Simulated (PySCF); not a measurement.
# Br: fine-structure interval

Br [Ar] 3d10 4s2 4p5 [4p1/2^2 4p3/2^3, M_J = 3/2] → Br [Ar] 3d10 4s2 4p5 [4p1/2^1 4p3/2^4, M_J = 1/2], as a difference of total energies. Calculation: PySCF 2.14, in x2c-SVPall-2c with one added diffuse shell each of s, p, d type (6s7p4d, 47 functions); the two-component X2C-1e Hamiltonian. Correlated levels: [Ne] frozen. "Screened" scales the spin-orbit matrix elements by Boettger's factors to mimic the two-electron term; Breit and QED terms are absent.

```
                    method  fine-structure interval (cm⁻¹)
 GHF (screened spin-orbit)                          3341.1
GMP2 (screened spin-orbit)                          3778.1
     GHF (bare spin-orbit)                          3557.8
```

Errors of the correlated levels include the incompleteness of this basis and the frozen core.

For comparison: 3685.2 cm⁻¹ (measured; NIST Handbook of Basic Atomic Spectroscopic Data (Sansonetti and Martin, J. Phys. Chem. Ref. Data 34, 1559 (2005))).
